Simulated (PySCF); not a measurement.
**Computed structure and properties of Nd(NH2)3**

System: Nd(NH2)3 (singlet in the valence; each metal's 4f electrons, 3 of them, lie in its core potential, out of spins and levels); start: displaced along the imaginary mode (C2). Method: PySCF 2.14.0, RKS PBE0, Nd lcecp-1-SVP with ECP49, N def2-SVP, H def2-SVP; non-relativistic Hamiltonian with scalar-relativistic core potentials where named; density fitting; no spin-orbit coupling.

Input of the relaxation:

```python
mol = gto.M(atom='''
Nd    -0.00000     0.00000    -0.00000
N      2.26680    -0.00133     0.00042
H      2.89473    -0.25170     0.80585
H      2.89532     0.24830    -0.80478
N     -1.13225     1.96377    -0.01245
H     -1.54598     2.43082     0.80663
H     -1.34612     2.58521    -0.80396
N     -1.13455    -1.96244     0.01203
H     -1.34944    -2.58363     0.80346
H     -1.54853    -2.42901    -0.80720''',
    basis={'Nd': 'lcecp-1-SVP', 'N': 'def2-SVP', 'H': 'def2-SVP'},
    ecp={'Nd': 'lcecp-1-SVP'},
    charge=0, spin=0)
mf = dft.RKS(mol, xc='PBE0')
mf.grids.atom_grid = (50, 194)  # f atoms: unpruned, at least (60, 302)
mf = mf.density_fit()  # fitting sets: Nd AutoAux, N def2-universal-JKFIT, H def2-universal-JKFIT
mf.conv_tol = 1e-08; mf.max_cycle = 55
mf.kernel(dm0)  # dm0: converged density of the start geometry
# quasi-Newton relaxation in Cartesian coordinates to a largest gradient under 0.00045 Eh/bohr, steps kept in the point group
```

Run from Python with OMP_NUM_THREADS=2; the lines above give its settings. Where DIIS fails, smearing, a level shift and second-order steps follow.
It took 2.8 min on 2 threads of Arm Neoverse V1 (shared host), from the converged density of the start.

Course of the relaxation:

```json
{"step": "0", "energy above end (eV)": "0.9535", "largest force component within the symmetry (eV/Å)": "1.129"}
{"step": "1", "energy above end (eV)": "0.8367", "largest force component within the symmetry (eV/Å)": "0.194"}
{"step": "2", "energy above end (eV)": "0.6803", "largest force component within the symmetry (eV/Å)": "0.716"}
{"step": "3", "energy above end (eV)": "0.6340", "largest force component within the symmetry (eV/Å)": "1.250"}
{"step": "4", "energy above end (eV)": "0.4758", "largest force component within the symmetry (eV/Å)": "0.561"}
{"step": "5", "energy above end (eV)": "0.4201", "largest force component within the symmetry (eV/Å)": "1.097"}
{"step": "6", "energy above end (eV)": "0.2749", "largest force component within the symmetry (eV/Å)": "0.639"}
{"step": "7", "energy above end (eV)": "0.2749", "largest force component within the symmetry (eV/Å)": "0.825"}
{"step": "30", "energy above end (eV)": "0.0014", "largest force component within the symmetry (eV/Å)": "0.090"}
{"step": "31", "energy above end (eV)": "0.0007", "largest force component within the symmetry (eV/Å)": "0.078"}
{"step": "32", "energy above end (eV)": "0.0003", "largest force component within the symmetry (eV/Å)": "0.032"}
{"step": "33", "energy above end (eV)": "0.0001", "largest force component within the symmetry (eV/Å)": "0.017"}
{"step": "34", "energy above end (eV)": "0.0000", "largest force component within the symmetry (eV/Å)": "0.022"}
{"step": "35", "energy above end (eV)": "0.0000", "largest force component within the symmetry (eV/Å)": "0.011"}
```
(The steps between are left out.)

Relaxed geometry (D3h):

```xyz
10

Nd   -0.0033    0.0000    0.0000
N     2.2305   -0.0013    0.0004
H     2.8500   -0.8085    0.0905
H     2.8510    0.8052   -0.0895
N    -1.1157    1.9239   -0.2208
H    -2.1278    2.0613   -0.2327
H    -0.7165    2.8579   -0.3288
N    -1.1180   -1.9226    0.2204
H    -0.7199   -2.8570    0.3285
H    -2.1303   -2.0588    0.2319
```

```tsv
contact	Å
Nd1–N2 (NH2)	2.234
Nd1–N5 (NH2)	2.233
Nd1–N8 (NH2)	2.233
```

On the finer grid (75, 302):

```
HOMO                                                          : -5.88 eV
LUMO                                                          : -1.04 eV
Dipole about the centre of mass                               : 0.00 D
Set of Mulliken populations of Nd1 outside the core potential : s 2.18, p 6.28, d 1.56, f 0.07
D3(BJ) dispersion energy (not in the energies)                : -0.146 eV
```

| atom | Mulliken (e) | Löwdin (e) | spin (e) |
| --- | --- | --- | --- |
| Nd1 | 0.91 | 0.55 | 0.00 |
| N2 | -0.54 | -0.31 | 0.00 |
| H3 | 0.12 | 0.07 | 0.00 |
| H4 | 0.12 | 0.07 | 0.00 |
| N5 | -0.54 | -0.31 | 0.00 |
| H6 | 0.12 | 0.07 | 0.00 |
| H7 | 0.12 | 0.07 | 0.00 |
| N8 | -0.54 | -0.31 | 0.00 |
| H9 | 0.12 | 0.07 | 0.00 |
| H10 | 0.12 | 0.07 | 0.00 |

The 4f levels lie in the core potential and are missing. Their spin isn't counted.

On the grid (50, 194), as all that follows. Harmonic modes: a minimum within the noise of the softest modes; lowest -19 cm⁻¹ (negative: unstable), highest 3609 cm⁻¹, zero-point energy 1.939 eV.

Taking off one NH2 (charge -1, singlet; the rest: singlet) in vacuum, both parts rigid, costs 10.26 eV; the small basis without counterpoise inflates it. Most of it is the attraction of opposite charges; other ways to part are cheaper, and one spin state was tried for the rest.

Rigid scan of NH2 along the line from its metal:

| distance to N2 (Å) | energy (eV) |
| --- | --- |
| 1.93 | 0.928 |
| 2.03 | 0.360 |
| 2.13 | 0.078 |
| 2.23 | 0.000 |
| 2.33 | 0.063 |
| 2.43 | 0.222 |
| 2.63 | 0.707 |
| 2.93 | 1.585 |
| 3.33 | 2.707 |
| 3.83 | 3.836 |

One start shape was tried, so this needn't be the lowest isomer.

An lcecp potential fixes the number of 4f electrons, so in runs with it no electron can move into or out of that shell.
